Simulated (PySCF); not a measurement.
# Levels of Pb(71+) from EOM-EA-GCCSD

Reference: closed-shell Pb(72+), [Ne]; one electron is added. Calculated with PySCF 2.14, two-component X2C-1e with screened spin-orbit coupling, an even-tempered Gaussian basis (16 s from 15 bohr⁻², ratio 2.6; 14 p from 19 bohr⁻², ratio 2.6; 6 d from 20 bohr⁻², ratio 2.8; 3 f from 410 bohr⁻², ratio 2.8); frozen 1s2; the 50 highest virtual spinors dropped; of the others 52 kept and the rest restored at second order. No Breit or QED terms. Binding energies in eV.

```csv
level,Koopmans,second order,EOM-CCSD
3s1/2,9159.8,9160.8,9160.8
3p1/2,8971.1,8972.2,8972.2
3p3/2,8355.8,8356.7,8356.7
3d3/2,8139.4,8140.2,8140.2
3d5/2,8002.9,8003.5,8003.5
```

Electric-dipole lines between these computed levels:

```tsv
lower	upper	ΔE (eV)	vacuum wavelength (nm)
3s1/2	3p1/2	188.52	6.577
3s1/2	3p3/2	804.02	1.542
3p1/2	3d3/2	832.00	1.490
3p3/2	3d3/2	216.51	5.726
3p3/2	3d5/2	353.22	3.510
```

For comparison, the ionisation energy of Pb(71+) is 9150 ± 60 eV (theoretical estimate listed by NIST; NIST Atomic Spectra Database, ionization energies).

Only part of the computed levels is shown.
